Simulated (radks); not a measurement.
Problem. The mean radii <r> (bohr) of the occupied orbitals of an atom or ion are listed with their occupations. Calculated with a radial shooting solver on a logarithmic mesh with Libxc functionals: Dirac Kohn-Sham, LB94 model potential, spin-unpolarised, spherical densities, finite nucleus; Fermi nuclear charge, rms radius of each element as measured or else 0.836 A^(1/3) + 0.57 fm.

orbital  occ.      <r>
1s1/2       2  0.01742
2s1/2       2  0.07228
2p1/2       2  0.05958
2p3/2       4  0.06767
3s1/2       2   0.1787
3p1/2       2   0.1678
3p3/2       4   0.1806
3d3/2       1   0.1545

Name the element and its charge. Open shells, if any, fill j = l - 1/2 first.

Solution. Z = 77, iridium, charge +58: Ir58+ in [Ar] 3d1. The 1s radius gives Z: for a bare nucleus <r> = (2 gamma + 1)/(2Z) with gamma = sqrt(1 - (Z/c)^2), 0.01724 bohr for Z = 77, and screening makes it slightly larger (0.01742 here). The occupations add up to 19, and the charge is Z minus that.
